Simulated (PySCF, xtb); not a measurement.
C4H2BrCl, SMILES Cl/C(=C/Br)C#C.

GFN2-xTB (xtb 6.7.1) at its own geometry gives an orbital gap of 3.34 eV and a dipole moment of 2.14 D.

Coordinates come from a PBE0-D3(BJ)/def2-SVP optimisation. The structure was generated by enumeration; whether it is a known compound was not checked.

What does CAM-B3LYP/def2-TZVP in PySCF give? (Estimate from the structure and the level; the computed values follow.)

gap 7.74 eV (levels -8.32 and -0.58 eV), dipole 0.50 D.
